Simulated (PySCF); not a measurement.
Multinuclear NMR of H12Si5

Bonds (- single, = double, # triple, : aromatic): Si1-Si2, Si2-Si3, Si3-Si4, Si3-Si5. Si1 carries H6, H7, H8; Si2 carries H9, H10; Si3 carries H11; Si4 carries H12, H13, H14; Si5 carries H15, H16, H17.

[PySCF 2.14.0 with density-fitted response routines: geometry from GFN2-xTB; PBE0/pcSseg-1 with gauge-including orbitals; no solvent; relativity neglected; rapidly exchanging positions averaged; one computed conformer]

Predict the ²⁹Si NMR data.

Results:


```
  atoms                  environment  σ (ppm)  δ (ppm)
Si4/Si5    silicon bonded to Si, 3 H    459.3    -97.5
    Si1    silicon bonded to Si, 3 H    464.8   -102.1
    Si2  silicon bonded to 2 Si, 2 H    474.0   -109.7
    Si3    silicon bonded to 3 Si, H    495.1   -127.0
```

Shieldings were converted by a linear fit to measured shifts: ²⁹Si (scatter 8.9 ppm rms, 25.8 ppm with the 6 outliers that the fit left out vs TMS, solution or neat liquid). A few per cent of atoms miss by over 2 rms, more outside the fitted compound classes.

On a 600 MHz spectrometer ²⁹Si resonates near 119.2 MHz, so 1 ppm is 119.2 Hz.
